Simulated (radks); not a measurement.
The mercury ion Hg22+, configuration [Kr] 4d10 4f12 (the NIST ground configuration).

Method: scalar-relativistic Kohn-Sham, PBE, spin-unpolarised, spherical densities, point nucleus; computed with a radial shooting solver on a logarithmic mesh with Libxc functionals.

Energy parts (Ry):
total: -38849.4613
kinetic: 43664.9201
electron-nucleus: -94278.4328
Hartree: 12461.1724
exchange-correlation: -697.1211

Orbitals (lengths in bohr, moments of r in powers of bohr; r(max) is where P^2 peaks; r(90%) holds 90 % of the orbital's charge):
orbital	occ.	eigenvalue (Ry)	r(max)	r(90%)
1s	2	-6157.803	0.01022	0.0303
2s	2	-1126.664	0.05912	0.109
2p	6	-977.3428	0.04905	0.103
3s	2	-299.4856	0.1666	0.265
3p	6	-256.3309	0.1662	0.272
3d	10	-211.0754	0.1353	0.255
4s	2	-97.46065	0.3737	0.564
4p	6	-83.10029	0.3928	0.604
4d	10	-66.12393	0.3975	0.643
4f	12	-47.30045	0.3543	0.682

The highest occupied level is 4f at -643.56 eV. The density falls to 0.001 e/bohr^3 at r = 1.41 bohr.
